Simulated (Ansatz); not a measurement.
Relaxation of CH6BClO (10 atoms, charge 0, multiplicity 1), to a largest force component of 0.03 eV/Å in at most 50 steps.

Computed with Ansatz 0.2.0, RKS PBE/def2-SVP.

```xyz
10
Properties=species:S:1:pos:R:3
B 0.136 -0.591 -0.440
H -0.062 0.197 1.818
Cl 1.539 0.459 -0.758
C -1.313 -0.108 -0.827
H -2.118 -0.809 -0.527
H -1.528 0.880 -0.370
H -1.381 0.044 -1.926
O 0.446 -1.840 0.072
H -0.360 -2.376 0.186
H 0.026 -0.519 1.807
```

Problem. Where does it end, and by what steps?

Solution. The forces met the threshold. The force dipped under the threshold on the way, but the program's further checks kept it going. After 49 steps the energy has fallen by 0.257 eV; H2 moved furthest, 2.53 Å.

| step | energy less start (eV) | largest force component (eV/Å) | accepted |
| --- | --- | --- | --- |
| 0 | 0.0000 | 1.904 | yes |
| 2 | -0.1968 | 0.212 | yes |
| 4 | -0.2219 | 0.137 | yes |
| 6 | -0.2248 | 0.092 | yes |
| 8 | -0.2263 | 0.040 | yes |
| 10 | -0.2142 | 0.832 | no |
| 12 | -0.2334 | 0.284 | yes |
| 14 | -0.2400 | 0.179 | yes |
| 16 | -0.2435 | 0.069 | yes |
| 18 | -0.2438 | 0.324 | no |
| 20 | -0.2463 | 0.108 | yes |
| 22 | -0.2472 | 0.076 | yes |
| 24 | -0.2479 | 0.058 | yes |
| 26 | -0.2484 | 0.042 | yes |
| 28 | -0.2487 | 0.066 | yes |
| 30 | -0.2492 | 0.087 | yes |
| 32 | -0.2496 | 0.068 | yes |
| 34 | -0.2502 | 0.090 | yes |
| 36 | -0.2509 | 0.027 | yes |
| 38 | -0.2519 | 0.152 | yes |
| 40 | -0.2528 | 0.084 | yes |
| 42 | -0.2543 | 0.083 | yes |
| 44 | -0.2556 | 0.107 | yes |
| 46 | -0.2564 | 0.073 | yes |
| 48 | -0.2571 | 0.049 | yes |
| 49 | -0.2574 | 0.012 | yes |

```xyz
10
Properties=species:S:1:pos:R:3
B -0.123 -0.249 -0.659
H 0.835 -1.182 3.735
Cl 1.444 0.394 -1.215
C -1.373 -0.209 -1.618
H -2.291 -0.661 -1.190
H -1.604 0.842 -1.895
H -1.144 -0.727 -2.573
O -0.126 -0.747 0.609
H -1.005 -1.087 0.861
H 0.769 -1.035 2.982
```

Run time: 2.1 min on 2 threads of Arm Neoverse N1, on a shared host, peak memory 0.15 GiB.
